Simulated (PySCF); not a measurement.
## Structure and largest two-photon cross section among the few lowest singlets (linear parallel light, single beam, Lorentzian half width 0.1 eV, states within 0.08 eV summed)

Computed with TDDFT CAM-B3LYP/def2-TZVPD excited states, vertical, gas phase (PySCF). Geometry: PBE0-D3(BJ)/def2-SVP.

Each molecule in one low-energy conformer.

Task: How does the largest two-photon cross section among the few lowest singlets (linear parallel light, single beam, Lorentzian half width 0.1 eV, states within 0.08 eV summed) change along this series?
- N#Cc1cccs1 (H on C replaced by CN)
- O=Cc1cccs1 (H on C replaced by CHO)
- OCc1cccs1 (H on C replaced by CH2OH)

Result: 
```csv
molecule,S1 (eV),f(S1),largest σ (GM),at photon λ (nm)
N#Cc1cccs1,5.09,0.202,0.6,449
O=Cc1cccs1,3.90,0.000,5.4,374
OCc1cccs1,5.54,0.131,1.7,395
```
The largest two-photon cross section among the few lowest singlets (linear parallel light, single beam, Lorentzian half width 0.1 eV, states within 0.08 eV summed) is lowest for N#Cc1cccs1 and highest for O=Cc1cccs1.
